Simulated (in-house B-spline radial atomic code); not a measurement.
Radial electron density of Cu, [Ar] 3d10 4s1. Computed with a B-spline radial code for spherical atoms: non-relativistic PBE, spin-polarised, spherical fractional occupations, point nucleus, inside a hard spherical wall at 6.43 bohr.

Columns: r (bohr), 4πr²n(r) (electrons per bohr), bar.

```
 0.00222    0.906 #
 0.00269    1.294 #
 0.00327     1.85 ##
 0.00397    2.618 ###
 0.00482    3.673 ####
 0.00586    5.111 ######
 0.00711    6.999 ########
 0.00864    9.459 ##########
  0.0105    12.55 ##############
  0.0127    16.16 ##################
  0.0155    20.49 #######################
  0.0188    24.95 ############################
  0.0228    29.21 ################################
  0.0278    32.76 ####################################
  0.0337    34.72 ######################################
   0.041    34.75 ######################################
  0.0497    32.94 ####################################
  0.0604    30.15 #################################
  0.0734    28.06 ###############################
  0.0891    28.36 ###############################
   0.108    31.61 ###################################
   0.132    36.65 ########################################
    0.16    39.82 ############################################
   0.194    38.33 ##########################################
   0.236    31.69 ###################################
   0.286    23.49 ##########################
   0.348    18.25 ####################
   0.422    18.34 ####################
   0.513    21.26 #######################
   0.623    22.49 #########################
   0.757    19.78 ######################
    0.92     14.4 ################
    1.12    8.946 ##########
    1.36     5.11 ######
    1.65    2.907 ###
       2     1.75 ##
    2.43    1.094 #
    2.95   0.6652 #
    3.59   0.3535 
    4.36   0.1484 
    5.29  0.03663 
    6.37 9.098e-05
```

On this grid the curve has 3 maxima, near 0.041, 0.16, 0.623 bohr.

The 4s up radial function P(r) = rR(r), positive near the nucleus:

```tsv
r (bohr)	P
0.00069	0.00552
0.00102	0.008082
0.0015	0.01172
0.00222	0.01698
0.00327	0.02425
0.00482	0.03412
0.00711	0.04695
0.0105	0.06239
0.0155	0.07834
0.0228	0.08955
0.0337	0.08642
0.0497	0.05532
0.0734	-0.01328
0.108	-0.1037
0.16	-0.1575
0.236	-0.08704
0.348	0.1104
0.513	0.2592
0.757	0.1425
1.12	-0.2108
1.65	-0.5417
2.43	-0.6468
3.59	-0.4766
5.29	-0.1679
```
